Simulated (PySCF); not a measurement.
## Working out the ionisation energy of Sb+

Sb+ [Kr] 4d10 5s2 5p2 (3P) → Sb(2+) [Kr] 4d10 5s2 5p1 (2P). Computed with PySCF 2.14 in cc-pVDZ-PP with ECP28MDF, with scalar relativity through the core potential. Frozen: 4s2 4p6 4d10. Energies in hartree (1 hartree = 27.21139 eV):

| part | Sb+ (lower) | Sb(2+) (upper) |
| --- | --- | --- |
| UHF | -238.956599 | -238.368549 |
| CCSD correlation | -0.049917 | -0.040832 |
| (T) | -0.000514 | -0.000319 |

Problem. What does Hartree-Fock give?

Solution. (-238.368549) − (-238.956599) = 0.588050 hartree = 16.002 eV.

Problem. What do CCSD and CCSD(T) give?

Solution. The CCSD correlation energies differ by 0.009085 hartree = 0.247 eV and the triples by 0.000195 hartree = 0.005 eV, so CCSD gives 16.249 eV and CCSD(T) 16.254 eV.

Reference: 16.626 ± 0.025 eV (measured; NIST Atomic Spectra Database, ionization energies), between the lowest levels; spin-orbit coupling is absent from the calculation.

A double-zeta basis recovers only part of the correlation energy.

What remains against the reference includes basis incompleteness, the frozen core and higher excitations.
